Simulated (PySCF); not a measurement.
A set of runs on `C=CC[AsH2]`; the geometry of each is named by its level. Settings lines and outputs come from a driver script.

Species: C3H7As.
SMILES with atom numbers: `[CH2:1]=[CH:2][CH2:3][AsH2:4]` (hydrogens: H5, H6 on C1; H7 on C2; H8, H9 on C3; H10, H11 on As4)

Step 1: PBE0-D3(BJ)/def2-SVP geometry optimisation, gas phase (PySCF 2.14.0) (from the GFN2-xTB geometry)
```json
{"job": {"xc": "PBE0", "basis": "def2-SVP", "d3": "d3bj", "grid": 1, "kind": "geom"}, "charge": 0, "multiplicity": 1}
```
```
step   0  E = -2353.59394776  max force = 0.011529
step   1  E = -2353.59547807  max force = 0.004398
step   2  E = -2353.59555847  max force = 0.000265
step   3  E = -2353.59556196  max force = 0.000217
optimisation converged
```

Final energy -2353.59556 Eh after 3 steps; dipole 0.77 D. Energies in Eh; «max force» is the largest Cartesian gradient component in Eh/bohr.

On one thread, x86-64 server, shared host, this took 14 s.

Step 2: TDDFT wB97X-D/def2-SVPD, vertical, gas phase, core orbitals frozen in the response (PySCF 2.14.0, density-fitted response routines) (on the PBE0-D3(BJ)/def2-SVP geometry)
```json
{"job": {"kind": "uv", "xc": "wB97X-D", "basis": "def2-SVPD", "ip": true}, "charge": 0, "multiplicity": 1}
```
```
...
Static polarisability (au): isotropic 72.182, principal 61.341 63.338 91.868
Singlet excitations
state   eV       nm        f      main configurations
  1   6.3060    196.6   0.16108   H->L 0.71, H->L+1 0.14
  2   6.4231    193.0   0.04956   H->L+1 0.70, H->L 0.16
  3   6.8285    181.6   0.06433   H->L+2 0.76, H-1->L+2 0.11, H-1->L 0.08
  4   7.0033    177.0   0.08807   H-1->L+1 0.59, H-1->L 0.16, H->L+1 0.08
  5   7.1635    173.1   0.43595   H-1->L 0.57, H-1->L+1 0.19
  6   7.7027    161.0   0.03658   H-1->L+2 0.47, H->L+3 0.31
  7   7.9130    156.7   0.15133   H->L+4 0.51, H-1->L+2 0.15, H-1->L+3 0.10
  8   7.9442    156.1   0.00182   H->L+5 0.22, H->L+3 0.21, H-1->L+4 0.20
  9   8.0335    154.3   0.00375   H->L+5 0.40, H->L+3 0.18, H-1->L+5 0.08
 10   8.1524    152.1   0.00161   H-2->L 0.46, H-3->L 0.19, H-4->L 0.10
Triplet excitations (Tamm-Dancoff, eV): 4.3194 5.4641 5.7607 6.4697
Vertical ionisation energy (delta-SCF) = 9.1160 eV
```

HOMO -8.86 eV, LUMO 1.60 eV; lowest singlet 6.31 eV; lowest triplet 4.32 eV (Tamm–Dancoff); mean polarisability 72.2 au.

Hardware: one thread of an x86-64 server, no GPU (shared host). Cost: 39 s wall.

Step 3: delta-SCF UKS SCAN, pcX-2 on the ionised atom, pcseg-1 elsewhere, spin-free X2C (PySCF 2.14.0) (on the PBE0-D3(BJ)/def2-SVP geometry)
```json
{"job": {"kind": "xps"}, "charge": 0, "multiplicity": 1}
```
```
...
ground state, core basis on atom 0 (C), 135 functions
  E(ground) = -2373.79105472 Eh
hole in C 1s of atom 0
  E(ion) = -2363.13179269 Eh   <S^2> = 0.7833   hole on atom = 1.000   binding energy = 290.053 eV
ground state, core basis on atom 1 (C), 135 functions
  E(ground) = -2373.79176941 Eh
hole in C 1s of atom 1
  E(ion) = -2363.11006749 Eh   <S^2> = 0.8383   hole on atom = 1.000   binding energy = 290.664 eV
ground state, core basis on atom 2 (C), 135 functions
  E(ground) = -2373.79088440 Eh
hole in C 1s of atom 2
  E(ion) = -2363.10940305 Eh   <S^2> = 0.7780   hole on atom = 1.000   binding energy = 290.658 eV
```

C1s of C1 290.05 eV; C1s of C2 290.66 eV; C1s of C3 290.66 eV. SCF cycles are left out; they run on a coarse grid, and E(ground) and E(ion) are re-evaluated on a finer one. The log counts atoms from 0, this text from 1.

Time: 18 s. Hardware: x86-64 server, one thread, no GPU, on a shared host.

Geometry of the electronic-property runs (PBE0-D3(BJ)/def2-SVP):
```
atom  x, y, z in Å
C1    -1.7298    0.4656   -0.4676
C2    -0.8457    0.0497    0.4424
C3     0.4210   -0.6702    0.1381
As4    1.9981    0.4930    0.5239
H5    -1.5785    0.2752   -1.5353
H6    -2.6349    1.0060   -0.1795
H7    -1.0364    0.2678    1.5013
H8     0.5421   -1.5480    0.7934
H9     0.4538   -1.0111   -0.9059
H10    3.0090   -0.4206   -0.1658
H11    1.8296    1.3523   -0.7246
```

One conformer stands for the species.

The pairwise dispersion term of wB97X-D wasn't added to the energies; at a given geometry it leaves orbitals and properties as they are.
